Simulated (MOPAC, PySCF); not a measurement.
H2BBrS2, SMILES `SB(S)Br` (H–S–B–Br torsion -180°, Br–B–S–H torsion 180°), neutral singlet in the gas phase. 

Cartesian coordinates (Å):
SMILES: B(S)(Br)S
```xyz
6

S     -1.3867    -0.8466     0.0241
B     -0.2720     0.5594     0.0408
S      1.5202     0.5720    -0.0443
Br    -1.1132     2.2894     0.1671
H     -0.4595    -1.8168    -0.0683
H      1.7113    -0.7575    -0.1194
```
Charge 0, multiplicity 1.

All levels are single points at this geometry (r2SCAN-D4/def2-TZVP); Pople sets use spherical d functions. Orbital energies aren't observables, and empty levels follow the basis.

```tsv
level	HOMO (eV)	LUMO (eV)	gap (eV)	dipole (D)	vertical IE, Delta-SCF (eV)
PBE-D3(BJ)/def2-TZVP in PySCF	-6.68	-2.01	4.67	2.25	–
r2SCAN-D4/def2-TZVP in PySCF	-6.98	-1.79	5.19	2.38	–
B3LYP/LANL2DZ in PySCF	-7.84	-1.24	6.59	3.07	–
BP86/6-31G* in PySCF	-6.75	-1.97	4.77	2.52	–
HF/3-21G in PySCF	-10.93	2.28	13.21	2.69	–
AM1 in MOPAC	-9.89	-1.14	8.75	2.92	–
```
